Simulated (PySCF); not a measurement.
B97-3 on Si⁻ (silicon, charge -1), [Ne] 3s2 3p3, high-spin 4S determinant. Computed with PySCF 2.14 in x2c-QZVPPall with one added diffuse shell each of s, p, d, f type (10s7p5d3f1g, 86 functions), with scalar relativity by spin-free X2C-1e.

```
cycle= 1 E= -290.00139380338  delta_E= -0.00574  |g|= 0.0106  |ddm|= 0.28
cycle= 2 E= -290.001457875827  delta_E= -6.41e-05  |g|= 0.00474  |ddm|= 0.0462
cycle= 3 E= -290.001477582147  delta_E= -1.97e-05  |g|= 0.00246  |ddm|= 0.0216
cycle= 4 E= -290.001482464366  delta_E= -4.88e-06  |g|= 0.000495  |ddm|= 0.00432
cycle= 5 E= -290.00148304392  delta_E= -5.8e-07  |g|= 0.000234  |ddm|= 0.00533
cycle= 6 E= -290.001483265306  delta_E= -2.21e-07  |g|= 8.09e-05  |ddm|= 0.00489
cycle= 7 E= -290.001483304079  delta_E= -3.88e-08  |g|= 1.78e-05  |ddm|= 0.00198
cycle= 8 E= -290.001483305762  delta_E= -1.68e-09  |g|= 9.28e-07  |ddm|= 0.000574
cycle= 9 E= -290.001483305765  delta_E= -2.22e-12  |g|= 4.62e-08  |ddm|= 1.11e-05
converged SCF energy = -290.001483305765  <S^2> = 3.752552  2S+1 = 4.0012758
```

Highest occupied orbital energy: 0.513 eV; ⟨L²⟩ = 0.00; populations by l: s 6.00, p 9.00, d 0.00, f 0.00.

(1) Can this result be used?

Answers

(1) With care. Self-consistency was reached. At B97-3 the highest occupied level has a positive energy, so only the finite basis holds that electron; in a semilocal or global hybrid functional this comes from self-interaction and does not mean that the real anion is unbound.
